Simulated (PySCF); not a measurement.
## Dipole moment and polarisability of `C[C@@H]1C[C@H]1[SiH2]O[SiH3]`

Compound: C4H12OSi2.
Cartesian coordinates in Å at the GFN2-xTB level; atoms count from 1:
```
atom  x, y, z in Å
C1     2.5978    0.1360    0.8664
C2     1.1576   -0.0643    0.4691
C3     0.7439   -1.3006   -0.2569
C4     0.7606    0.0212   -0.9822
Si5   -0.8451    0.8611   -1.4873
O6    -1.9827    0.5492   -0.3759
Si7   -2.9580    0.0076    0.7933
H8     3.2628   -0.3054    0.1269
H9     2.7970   -0.3296    1.8308
H10    2.8291    1.1975    0.9463
H11    0.4481    0.3330    1.1863
H12    1.5051   -2.0269   -0.5039
H13   -0.2141   -1.7397   -0.0201
H14    1.5893    0.1495   -1.6701
H15   -1.3511    0.3213   -2.7502
H16   -0.6995    2.3172   -1.4895
H17   -3.9927   -0.7938    0.1432
H18   -2.1633   -0.8038    1.7173
H19   -3.4946    1.1975    1.4492
```

Level: PBE0/def2-SVPD (PySCF), static field, nuclei fixed, core orbitals frozen in the response. The polarisability tensor in these axes (au):

```
x   108.39  -2.08   4.06
y    -2.08  92.30  -3.38
z     4.06  -3.38  96.66
```

Task: Diagonalise the tensor; give its mean and Δα, where Δα² is half the sum of the squared differences of the eigenvalues.

Result: Principal values 90.46, 96.72 and 110.17 au; mean 99.12 au = 14.69 Å³ = 16.34 × 10⁻⁴⁰ C²·m²/J; Δα = 17.44 au (18 % of the mean).

Task: What is the dipole moment, and where does it point?

Result: (0.77, -0.39, 0.37) D, 0.93 D in size, pointing from the negative to the positive side. Measured along this direction, the outermost atoms are H17 and H19 at the negative end and H9 at the positive end.

Task: Give the principal axes and the span of the nuclei along them.

Result: Largest value along (0.93, -0.17, 0.32), where the nuclei span 6.79 Å; middle along (-0.36, -0.45, 0.81), 4.56 Å; least along (-0.01, 0.88, 0.48), 3.80 Å. The response follows the extents in order.

Task: What depolarisation ratio follows for Rayleigh scattering of linearly polarised light, taking the static tensor?

Result: ρ = 3Δα²/(45ᾱ² + 4Δα²) = 912.6/(442088 + 1216.8) = 0.00206.

Task: Traceless (Buckingham) quadrupole moment about the centre of nuclear charge: eigenvalues?

Result: -2.21, -1.51, 3.72 D·Å. The values depend on the origin, since the dipole doesn't vanish. The electronic extent ⟨r²⟩ about the same centre is 1493 bohr², a root-mean-square distance of 2.41 Å for the 72 electrons.

Task: Find the Langevin capture rate constant for NO+ (29.998 u) meeting this molecule (132.043 u), k = 2.342 × 10⁻⁹ cm³/s × √(α in Å³ / reduced mass in u).

Result: The reduced mass is 24.44 u, so k = 1.82 × 10⁻⁹ cm³/s. The formula leaves out the permanent dipole, which adds to the capture rate.

Task: What would n − 1 = 2πNα be for an ideal gas of these molecules at 298.15 K and 1 atm, electronic part alone?

Result: N = p/kT = 2.4615 × 10¹⁹ cm⁻³, so n − 1 = 2π × N × 14.69 × 10⁻²⁴ cm³ = 2272 × 10⁻⁶ at long wavelengths.

The structure is a single GFN2-xTB conformer in the gas phase; no vibrational or solvent corrections.
